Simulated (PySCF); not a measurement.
CH4Cl2NNbO, SMILES [Cl][Nb]([Cl])([O]C)=[NH], multiplicity 1.

Geometry optimised at B3LYP-D3(BJ)/def2-SVP. The multiplicity is an assumed one; other spin states were not compared. The def2 effective core potentials stand for the cores of Nb; spin–orbit coupling is left out. The values are those of a single conformer.

All values below come from B3LYP-D3(BJ)/def2-SVP (PySCF).

Frequencies are harmonic and unscaled.

Computed harmonic wavenumbers and intensities:
| mode | ν (cm⁻¹) | IR (km/mol) | moving atoms (share of kinetic energy) |
|---|---|---|---|
| 1 | 69 | 1.1 | C 38 %, Cl 31 %, H 24 % |
| 2 | 89 | 0.0 | H 95 % |
| 3 | 95 | 0.4 | Cl 30 %, C 24 %, Nb 16 %, H 14 %, N 12 % |
| 4 | 102 | 1.9 | Cl 68 %, Nb 15 % |
| 5 | 161 | 3.8 | N 34 %, Cl 22 %, Nb 15 %, H 11 %, O 10 %, C 9 % |
| 6 | 187 | 4.9 | N 41 %, O 28 %, Cl 18 %, H 13 % |
| 7 | 232 | 0.1 | O 47 %, Cl 17 %, N 17 %, H 14 % |
| 8 | 293 | 21.0 | O 38 %, H 19 %, Cl 19 %, N 14 % |
| 9 | 392 | 26.7 | Cl 66 %, Nb 20 % |
| 10 | 424 | 74.4 | Cl 55 %, Nb 41 % |
| 11 | 569 | 183.7 | H 77 %, N 21 % |
| 12 | 584 | 99.9 | H 69 %, N 20 %, O 9 % |
| 13 | 601 | 133.1 | O 32 %, C 27 %, Nb 24 %, H 13 % |
| 14 | 1013 | 113.5 | N 78 %, Nb 15 % |
| 15 | 1154 | 233.5 | O 38 %, C 31 %, H 30 % |
| 16 | 1167 | 1.2 | H 77 %, C 18 % |
| 17 | 1179 | 149.3 | H 47 %, O 28 %, C 24 % |
| 18 | 1459 | 17.6 | H 88 %, C 9 % |
| 19 | 1462 | 3.8 | H 97 % |
| 20 | 1464 | 5.0 | H 96 % |
| 21 | 3011 | 59.6 | H 98 % |
| 22 | 3103 | 17.1 | H 90 %, C 10 % |
| 23 | 3110 | 15.0 | H 90 %, C 10 % |
| 24 | 3617 | 179.0 | H 92 % |
